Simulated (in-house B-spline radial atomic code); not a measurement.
Ionisation energies along the 39-electron series, configuration 1s2 2s2 2p6 3s2 3p6 3d10 4s2 4p6 4d3/2(3), as differences of self-consistent energies. Dirac energy differences include first-order Breit, QED and recoil terms. NIST's values go from ground level to ground level; the uncertainty of those that are theory runs from under 0.1 % in few-electron ions to several per cent in heavy many-electron ones. Computed with a B-spline radial code for spherical atoms: Dirac-Hartree-Fock, jj configuration that fills j = l - 1/2 first, finite nuclei.

A number in brackets counts the electrons of a j subshell.

```csv
ion,configuration after,ionisation energy (eV),IE/(q+1)² (eV),-ε less Coulomb ΔSCF (eV),Breit and QED recoil part (eV),tabulated value (eV),tabulated kind,computed minus tabulated (eV)
Sb12+,[Kr] 4d3/2(2),264.0,1.5623,0.85828,-0.052427,265,tabulated theory,-1.0
Te13+,[Kr] 4d3/2(2),298.5,1.5227,0.86779,-0.06631,299,tabulated theory,-0.5
I14+,[Kr] 4d3/2(2),334.7,1.4875,0.87693,-0.081853,335,tabulated theory,-0.3
Xe15+,[Kr] 4d3/2(2),372.7,1.4559,0.88575,-0.099086,374,tabulated theory,-1.3
Cs16+,[Kr] 4d3/2(2),412.5,1.4275,0.89426,-0.1181,413,tabulated theory,-0.5
Ba17+,[Kr] 4d3/2(2),454.2,1.4017,0.90248,-0.13894,455,tabulated theory,-0.8
La18+,[Kr] 4d3/2(2),497.6,1.3783,0.91044,-0.16169,498,tabulated theory,-0.4
Ce19+,[Kr] 4d3/2(2),542.8,1.3569,0.91814,-0.18642,543,tabulated theory,-0.2
Pr20+,[Kr] 4d3/2(2),589.7,1.3373,0.9256,-0.2132,590,tabulated theory,-0.3
Nd21+,[Kr] 4d3/2(2),638.5,1.3192,0.93284,-0.24209,638,tabulated theory,0.5
Pm22+,[Kr] 4d3/2(2),689.1,1.3026,0.93988,-0.27316,689,tabulated theory,0.1
Sm23+,[Kr] 4d3/2(2),741.4,1.2871,0.94672,-0.30647,742,tabulated theory,-0.6
Eu24+,[Kr] 4d3/2(2),795.5,1.2728,0.95338,-0.34214,795,tabulated theory,0.5
Gd25+,[Kr] 4d3/2(2),851.4,1.2594,0.95986,-0.38018,851,tabulated theory,0.4
```
